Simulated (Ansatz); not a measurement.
Species: H$_{2}$SiOF, charge 0, doublet. H2SiOF (SMILES [O][SiH2]F, doublet).
B3LYP-D3(BJ)/def2-TZVP minimum from Ansatz (a first-principles code):
```xyz
5

Si     0.0834    -0.3803     0.0945
F      0.8996     0.5538    -0.9076
O     -1.2255     0.3254     0.7896
H     -0.4436    -1.5230    -0.6819
H      0.9839    -0.7397     1.2108
```
Charge 0, spin multiplicity 2.

Atomisation energy term by term, kcal/mol (programs: Ansatz). Radicals and triplets start from unrestricted determinants; spin-orbit coupling is neglected. Correlated methods leave the cores frozen. Rows without X2C or -DK are non-relativistic. CBS(X,Y): correlation extrapolated as X^-3, Hartree-Fock from the larger set. A bracket is a step between two methods taken in the basis named. '+ core + X2C': CCSD(T) terms for core correlation (cc-pwCVTZ, 1s frozen past Ne) and scalar relativity (cc-pVTZ-DK). Where a partner has so few electrons that a lower coupled-cluster level is exact, that level stands in.

```csv
term,basis,kcal/mol
Hartree-Fock,cc-pV(Q+d)Z,296.98
CCSD correlation,"CBS(cc-pV(T+d)Z,cc-pV(Q+d)Z)",98.58
(T),"CBS(cc-pV(T+d)Z,cc-pV(Q+d)Z)",5.95
CCSDT(Q) - CCSD(T),cc-pV(D+d)Z,0.61
core correlation,cc-pwCVTZ,0.09
scalar relativity,"X2C, cc-pVTZ-DK",-1.09
sum: De,,401.1
```
